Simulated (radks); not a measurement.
Results of a calculation; reference values are marked as such.
Question: The mean radii <r> (bohr) of the occupied orbitals of an atom or ion are listed with their occupations. Level of theory: scalar-relativistic Kohn-Sham, PBE, spin-polarised, spherical densities, point nucleus (a radial shooting solver on a logarithmic mesh with Libxc functionals).

orbital  occ.      <r>
1s down     1  0.02274
1s up       1  0.02274
2s up       1  0.09700
2s down     1  0.09700
2p up       3  0.08547
2p down     3  0.08547
3s up       1   0.2550
3s down     1   0.2548
3p up       3   0.2534
3p down     3   0.2532
3d up       5   0.2311
3d down     5   0.2308
4s up       1   0.5794
4s down     1   0.5792
4p up       3   0.6136
4p down     3   0.6134
4d up       5   0.6711
4d down     5   0.6716
5s up       1    1.401
5s down     1    1.423
5p up       3    1.635
5p down     3    1.671
4f up       6   0.9746

Name the element and its charge. Open shells, if any, are filled with parallel spins first.

Answer: Z = 62, samarium, charge +2: Sm2+ in [Xe] 4f6. The 1s radius gives Z: for a bare nucleus <r> = (2 gamma + 1)/(2Z) with gamma = sqrt(1 - (Z/c)^2), 0.02245 bohr for Z = 62, and screening makes it slightly larger (0.02274 here). The occupations add up to 60, and the charge is Z minus that.
